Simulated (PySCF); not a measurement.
Computed IR spectrum (relative IR intensity) of a molecule C4H5NSi. Coordinates come from a ωB97X-D3(BJ)/def2-SVP optimisation. The values are those of a single conformer. Level of theory: ωB97X-D3(BJ)/def2-SVP run with PySCF 2.14.0. Frequencies are harmonic and unscaled.

Lines under 2 % of the strongest are left out, and lines within 2 cm⁻¹ are merged.

| ν (cm⁻¹) | relative intensity |
|---|---|
| 160 | 2.5 |
| 476 | 3.8 |
| 527 | 6.8 |
| 558 | 6.2 |
| 638 | 8.5 |
| 687 | 30 |
| 800 | 78 |
| 809 | 31 |
| 909 | 2.2 |
| 961 | 15 |
| 977 | 100 |
| 1115 | 6.8 |
| 1204 | 22 |
| 1266 | 5.7 |
| 1426 | 5.8 |
| 1682 | 12 |
| 2272 | 81 |
| 2276 | 86 |
| 2417 | 25 |
| 3099 | 4.1 |
| 3174 | 6.2 |

### Question
Pick the molecule that these values belong to.
A) C#C[SiH2]CC#N
B) N#CC=C=C[SiH3]
C) N#CCC#C[SiH3]
D) N#CC1=CC[SiH2]1

### Answer
D, N#CC1=CC[SiH2]1
